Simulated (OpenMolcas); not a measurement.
neutral silicon: effect of the level shift or regulariser

```json
{"Program": "OpenMolcas 26.06", "Basis": "ANO-R2 [5s4p3d1f]", "Scalar Hamiltonian": "X2C, finite nucleus", "Active space": "2 electrons in 3 orbitals (3p)", "State averaging": "2S+1 = 3 even, 3 roots; 2S+1 = 1 even, 6 roots", "Spin-orbit coupling": "state interaction with AMFI integrals over the reference wave functions, term energies averaged over their components"}
```

Methods on the same reference wave functions:
A. CASSCF
B. SS-CASPT2, IPEA 0.25 Eh, imaginary shift 0.1 Eh (closed shells correlated: 2s 2p 3s)
C. SS-CASPT2, IPEA 0.25 Eh, sigma2 regulariser 0.3 Eh (closed shells correlated: 2s 2p 3s)

Energies in cm⁻¹ above 3s² 3p² ³P₀, the measured ground level; measured values from NIST Handbook of Basic Atomic Spectroscopic Data.

```tsv
Level	A	B	C	Measured
3s² 3p² ³P₀	0.0	0.0	0.0	0.0
3s² 3p² ³P₁	66.6	67.1	67.1	77.1
3s² 3p² ³P₂	196	196	196	223
3s² 3p² ¹D₂	8902	6650	6650	6299
3s² 3p² ¹S₀	21884	16370	16370	15394
```

Deviations, from unrounded energies. A percentage is the sum of absolute deviations over the sum of measured energies, with the sign that they share, or ± where signs differ.

| Against measurement | Levels | A | B | C |
| --- | --- | --- | --- | --- |
| mean absolute deviation (cm-1) | 4 | 2300 | 340 | 340 |
| fine structure of the ground term (%) | 2 | -12.6 | -12.4 | -12.4 |
| other terms of the ground configuration (%) | 2 | +41.9 | +6.1 | +6.1 |

B, C lie about equally close to measurement and A furthest from it. The largest miss of C in the table is 3s² 3p² ¹S₀, by +970 cm-1. The ranking rests on the paired levels alone, and a cruder setting can come out closer through cancelling errors.

Between B and C no level of the table moves by more than 5 cm-1.

The two smallest mean deviations differ by little beside CASPT2's spread within terms, so their order carries little weight.

From A to B the spin-free energies of the other terms of 3s² 3p² shown, above ³P, scale by factors of 0.74 to 0.75.

The lowest spin-free term lies below A's lowest term by 0.280 hartree in B, 0.280 hartree in C.

CASPT2 does not keep the components of a term degenerate, so their means are used; among the terms shown or strongly mixed into the levels shown the widest spread is 100 cm-1 (3s² 3p² ¹D, C). With the s shell closed, the reference lacks s² → p² mixing. Without dynamic correlation excited terms often stand tens of per cent too high (terms of higher spin than the ground term too low), and those without a measured partner can miss by more than the paired ones (holds for A). Measured partners are found by configuration, term and J. A level has none where our copy of the source lacks it or the pairing is in doubt (some pairs that miss far off the trend of their configuration count as doubtful), and it then counts in no deviation. Only configurations of the active space appear.
